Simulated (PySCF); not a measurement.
## Polarisability and C₆ of Nb (niobium, neutral)

[Kr] 4d4 5s1, high-spin 6D determinant. Computed with PySCF 2.14 in aug-cc-pwCVTZ-PP with ECP28MDF, with a scalar-relativistic core potential. Coupled (time-dependent) response in atomic units; α is the mean over directions.

| method | mean α (bohr³) | α xx, yy, zz | C₆ (like pair) | S(−4) |
| --- | --- | --- | --- | --- |
| PBE0 | 95.98 | 94.27, 94.27, 99.40 | 1084 | 5559 |
| PBEsol | 89.65 | 87.25, 87.25, 94.47 | 999.8 | 4953 |

S(−4) is the Cauchy moment in α(ω) = α(0) + S(−4) ω² + …

Reference α: 98 ± 8 bohr³ (recommended; Schwerdtfeger and Nagle, table of static dipole polarizabilities (2023 update)). Published C₆: 1140 (Gould and Bucko (2016)).

Spin-orbit coupling is absent.

α(iu) at PBE0:

```json
{"u (hartree)": "0", "α(iu) (bohr³)": "95.98"}
{"u (hartree)": "0.0500", "α(iu) (bohr³)": "84.18"}
{"u (hartree)": "0.100", "α(iu) (bohr³)": "63.23"}
{"u (hartree)": "0.200", "α(iu) (bohr³)": "35.91"}
{"u (hartree)": "0.300", "α(iu) (bohr³)": "23.66"}
{"u (hartree)": "0.500", "α(iu) (bohr³)": "13.34"}
{"u (hartree)": "0.750", "α(iu) (bohr³)": "8.205"}
{"u (hartree)": "1.00", "α(iu) (bohr³)": "5.711"}
{"u (hartree)": "1.50", "α(iu) (bohr³)": "3.302"}
{"u (hartree)": "2.00", "α(iu) (bohr³)": "2.158"}
{"u (hartree)": "3.00", "α(iu) (bohr³)": "1.120"}
{"u (hartree)": "5.00", "α(iu) (bohr³)": "0.4520"}
```

A single London oscillator, α(iu) = α/(1 + u²/ω²), gives C₆ = (3/4) ω α². Matching the computed C₆ needs ω = 4 × 1084 / (3 × 95.98²) = 0.157 hartree.

The components differ because the open shell of this determinant is not spherical; for a pure term their mean is the scalar polarisability.

Energies and moments cover only the electrons outside the core potential.
